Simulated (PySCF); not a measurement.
Computed structure and properties of [La(H2O)2]3+

System: [La(H2O)2]3+ (singlet); start: displaced along the imaginary mode (C1). Method: PySCF 2.14.0, RKS PBE0, La lcecp-1-SVP with ECP46, O def2-SVP, H def2-SVP; non-relativistic Hamiltonian with scalar-relativistic core potentials where named; density fitting; no spin-orbit coupling.

Input of the relaxation:

```python
mol = gto.M(atom='''
La    -0.00980    -0.04835    -0.00000
O      0.03638     0.17977     2.40303
H      0.58473     0.78168     2.97091
H     -0.50317    -0.30622     3.08036
O      0.03652     0.17980    -2.40303
H      0.60021    -0.30308    -3.06191
H     -0.48769     0.78482    -2.98936''',
    basis={'La': 'lcecp-1-SVP', 'O': 'def2-SVP', 'H': 'def2-SVP'},
    ecp={'La': 'lcecp-1-SVP'},
    charge=3, spin=0)
mf = dft.RKS(mol, xc='PBE0')
mf.grids.atom_grid = (50, 194)  # f atoms: unpruned, at least (60, 302)
mf = mf.density_fit()  # fitting sets: La AutoAux, O def2-universal-JKFIT, H def2-universal-JKFIT
mf.conv_tol = 1e-08; mf.max_cycle = 55
mf.kernel(dm0)  # dm0: converged density of the start geometry
# quasi-Newton relaxation in Cartesian coordinates to a largest gradient under 0.00045 Eh/bohr, steps kept in the point group
```

Run from Python with OMP_NUM_THREADS=2; the lines above give its settings. Where DIIS fails, smearing, a level shift and second-order steps follow.
It took 110 s on 2 threads of Arm Neoverse V1 (shared host), from the converged density of the start.

Course of the relaxation:

| step | energy above end (eV) | largest force component within the symmetry (eV/Å) |
| --- | --- | --- |
| 0 | 0.1847 | 0.113 |
| 1 | 0.1822 | 0.061 |
| 2 | 0.1802 | 0.189 |
| 3 | 0.1768 | 0.155 |
| 4 | 0.1725 | 0.147 |
| 5 | 0.1664 | 0.175 |
| 6 | 0.1576 | 0.202 |
| 7 | 0.1452 | 0.333 |
| 36 | 0.0005 | 0.020 |
| 37 | 0.0004 | 0.046 |
| 38 | 0.0003 | 0.032 |
| 39 | 0.0002 | 0.025 |
| 40 | 0.0000 | 0.022 |
| 41 | 0.0000 | 0.019 |
(The steps between are left out.)

Relaxed geometry (C1):

```xyz
7

La   -0.3089   -1.1205   -0.0103
O    -0.0161    0.1719    1.9461
H     0.3402    1.0900    2.0438
H    -0.2146   -0.0833    2.8830
O     0.0900    0.1843   -1.9428
H     0.6545   -0.0389   -2.7258
H    -0.2880    1.0649   -2.1941
```

| contact | Å |
| --- | --- |
| La1–O2 (H2O) | 2.363 |
| La1–O5 (H2O) | 2.366 |

On the finer grid (75, 302):

- HOMO: -25.78 eV
- LUMO: -18.09 eV
- Dipole about the centre of mass: 2.39 D
- Set of Mulliken populations of La1 outside the core potential: s 2.06, p 6.08, d 0.51, f 0.04
- D3(BJ) dispersion energy (not in the energies): -0.102 eV

```tsv
atom	Mulliken (e)	Löwdin (e)	spin (e)
La1	2.32	2.14	0.00
O2	-0.34	0.00	0.00
H3	0.34	0.21	0.00
H4	0.34	0.22	0.00
O5	-0.34	0.00	0.00
H6	0.34	0.21	0.00
H7	0.34	0.21	0.00
```

The large-core potential holds the 4f shell empty.

On the grid (50, 194), as all that follows. Harmonic modes: 1 unstable but soft, so probably a saddle point, though modes this soft are near the noise (counted below −25 cm⁻¹); lowest -53 cm⁻¹ (negative: unstable), highest 3578 cm⁻¹, zero-point energy 1.316 eV.

Taking off one H2O (charge 0, singlet; the rest: singlet) in vacuum, both parts rigid, costs 3.86 eV; the small basis without counterpoise inflates it. Parting with an electron moved from the ligand to the metal can be far cheaper, even downhill.

Rigid scan of H2O along the line from its metal:

```
distance to O2 (Å)  energy (eV)
              2.06        0.675
              2.16        0.259
              2.26        0.056
              2.36        0.000
              2.46        0.042
              2.56        0.148
              2.76        0.462
```

One start shape was tried, so this needn't be the lowest isomer.
